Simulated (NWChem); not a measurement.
Molecule: GeH2ClF; SMILES [F][GeH2][Cl]

Computed with NWChem. Pople sets run with spherical d functions. The geometry was optimised at B3LYP/6-31G* (spherical d). Ions are spin-unrestricted doublets at the neutral geometry; other ion states weren't tried. Functional: LC-ωPBE (HJS hole) with 6-31G*; rows give the range parameter ω in 1/bohr.

For range parameter (1/bohr) 0.60:

```
Quantity                               Result
-------------------------------------  ------
vertical ionisation energy, ΔSCF (eV)   12.06
−ε(HOMO) (eV)                           12.69
```

Task: Estimate the same quantities for range parameter (1/bohr) 0.35.

Result: The vertical ionisation energy, ΔSCF (eV) is 11.82 and the −ε(HOMO) (eV) is 11.57.
